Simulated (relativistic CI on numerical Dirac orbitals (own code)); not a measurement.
Hyperfine structure of Au40+, mass number 197

Calculated at this level of theory: Dirac-Coulomb-Breit CI, KLI orbitals optimised for each configuration, model QED, unscaled Slater integrals (own radial code, finite nucleus).

Configuration list (outside the closed core [Ar] 3d10): 4s2 4p6 4d3, 4s2 4p6 4d2 4f, 4s2 4p5 4d4, 4s 4p6 4d4, 4s 4p6 4d3 4f, 4s2 4p6 4d2 5s, 4s2 4p6 4d 4f 5s, 4s2 4p6 4d2 5p, 4s2 4p6 4d2 5d, 4s2 4p5 4d3 5s, 4s2 4p6 4d 4f2, 4s2 4p6 4f3, 4s 4p6 4d 4f3, 4s2 4p6 4f2 5s, 4s2 4p6 4f2 5p, 4s2 4p6 4d 5s2, 4s2 4p6 4f 5s2, 4s 4p6 4d 4f 5s2, 4s2 4p6 5s2 5p. Double excitations out of closed p, d and f shells are left out; levels of such configurations are missing from the list, as are those of other unlisted configurations, and high levels can miss mixing partners. These lack a partner that the ground configuration has and come out too high: 4s2 4p6 4d2 5d, 4s2 4p5 4d3 5s.

Nuclear spin I = 3/2, μ = 0.1452 μN, Q = 0.547 b (tables of Stone and Pyykkö). The electronic factors are computed for point nuclear moments, without core polarisation or the Bohr-Weisskopf and QED corrections.

```json
{"Level": "4s2 4p6 4d3 4F_5/2", "E (cm⁻¹)": "181097", "A (MHz)": "1992", "B (MHz)": "-6650"}
{"Level": "4s2 4p6 4d3 4P_1/2", "E (cm⁻¹)": "220615", "A (MHz)": "-1432", "B (MHz)": ""}
{"Level": "4s2 4p6 4d3 4F_7/2", "E (cm⁻¹)": "395125", "A (MHz)": "1619", "B (MHz)": "-1240"}
{"Level": "4s2 4p6 4d3 4F_9/2", "E (cm⁻¹)": "413226", "A (MHz)": "1693", "B (MHz)": "3980"}
{"Level": "4s2 4p6 4d3 2P_1/2", "E (cm⁻¹)": "436231", "A (MHz)": "-637.9", "B (MHz)": ""}
{"Level": "4s2 4p6 4d3 2H_11/2", "E (cm⁻¹)": "450182", "A (MHz)": "1907", "B (MHz)": "26500"}
```

Levels with J = 0, under 50 % of one LS term, or S terms without an open s electron are left out. Small factors come from cancelling terms and can be off by tens of per cent or more.

At this charge energies of transitions that change n are usually good to better than 1 %, and those within a shell (Δn = 0) to a few per cent. Terms inside the open d or f shell come out 10 to 20 % too wide with unscaled integrals.

Question: Give the hyperfine levels of 4s2 4p6 4d3 4F_5/2 relative to its centre of gravity.

Answer: With K = F(F + 1) − I(I + 1) − J(J + 1), E = AK/2 + B[¾K(K + 1) − I(I + 1)J(J + 1)]/[2I(2I − 1)J(2J − 1)]: F = 1: -15110, F = 2: -5809, F = 3: 3160, F = 4: 5807 MHz.

LS names give the leading component of a level, which can be under half, so a name can repeat, a term be missing and a line seem to break the LS rules.
